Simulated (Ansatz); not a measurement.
`[NH2][GeH2][O]BF` and `FBOCS` differ in one atom or group.

Ansatz, PBE0-D4/def2-TZVP geometries, multiplicity 1. Each molecule was computed in one conformer, which needn't be the lowest.

Scalar relativity is left out up to krypton.

```csv
property,`[NH2][GeH2][O]BF`
LUMO energy (PBE0/def2-TZVPP) / eV,0.34
HOMO–LUMO gap (PBE0/def2-TZVPP) / eV,8.41
"ideal-gas entropy at 298 K and 1 bar (rigid rotor, harmonic PBE0-D4/def2-TZVP) / J/(mol·K)",366
HOMO–LUMO gap (B3LYP/def2-TZVPP) / eV,7.83
HOMO energy (ωB97M-V/def2-TZVPP) / eV,-10.48
LUMO energy (ωB97M-V/def2-TZVPP) / eV,1.82
```

Q: What does the change do to each property? (Estimate.)

A: Computed: 
```tsv
property	`FBOCS`	shift
LUMO energy (PBE0/def2-TZVPP) / eV	-0.06	-0.40
HOMO–LUMO gap (PBE0/def2-TZVPP) / eV	7.46	-0.95
ideal-gas entropy at 298 K and 1 bar (rigid rotor, harmonic PBE0-D4/def2-TZVP) / J/(mol·K)	332	-34
HOMO–LUMO gap (B3LYP/def2-TZVPP) / eV	6.94	-0.89
HOMO energy (ωB97M-V/def2-TZVPP) / eV	-9.77	0.71
LUMO energy (ωB97M-V/def2-TZVPP) / eV	1.85	0.03
```

With PBE0 the HOMO rises by 0.55 eV and the LUMO falls by 0.40 eV, so the gap narrows by about 0.95 eV. PBE moves the HOMO by 0.34 eV and ωB97M-V by 0.71 eV. The zero-point energy changes by -10.5 kJ/mol with -3 modes. Modes under 60 cm⁻¹, often nearly free rotors, make the harmonic entropy too high.

B3LYP here is the variant with VWN-RPA as its local correlation; programs differ in this.
